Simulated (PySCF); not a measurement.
**Polarisability and C₆ of Sc²⁺ (scandium, charge +2)**

[Ar] 3d1, 2D determinant. All numbers are calculated (PySCF 2.14, scalar relativity by spin-free X2C-1e, in aug-cc-pwCVTZ-DK with one added diffuse shell each of s, p, d, f, g type (11s10p8d5f4g, 152 functions)). Coupled (time-dependent) response in atomic units; α is the mean over directions.

| method | mean α (bohr³) | α xx, yy, zz | C₆ (like pair) | S(−4) |
| --- | --- | --- | --- | --- |
| B3LYP | 4.997 | 5.885, 5.885, 3.223 | 14.67 | 30.06 |

S(−4) is the Cauchy moment in α(ω) = α(0) + S(−4) ω² + …

α(iu) at B3LYP:

| u (hartree) | α(iu) (bohr³) |
| --- | --- |
| 0 | 4.997 |
| 0.0500 | 4.925 |
| 0.100 | 4.737 |
| 0.200 | 4.240 |
| 0.300 | 3.793 |
| 0.500 | 3.137 |
| 0.750 | 2.557 |
| 1.00 | 2.111 |
| 1.50 | 1.474 |
| 2.00 | 1.064 |
| 3.00 | 0.6150 |
| 5.00 | 0.2801 |

A single London oscillator, α(iu) = α/(1 + u²/ω²), gives C₆ = (3/4) ω α². Matching the computed C₆ needs ω = 4 × 14.67 / (3 × 4.997²) = 0.783 hartree.

For an ion, C₆ is the dispersion term alone; charge-induced terms of lower order in 1/R come first.

The components differ because the open shell of this determinant is not spherical; for a pure term their mean is the scalar polarisability.
